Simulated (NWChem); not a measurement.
SeCl$_{3}$ cation; SMILES Cl[Se+](Cl)Cl

Program: NWChem. Pople sets run with spherical d functions. All runs use the structure optimised with B3LYP/6-31G* (spherical d).

Problem. What does the run give for BLYP/6-31G*? Quantities: highest occupied level (eV); orbital gap (eV).

Solution. 
```json
{
  "highest occupied level (eV)": "-13.70",
  "orbital gap (eV)": "3.58"
}
```
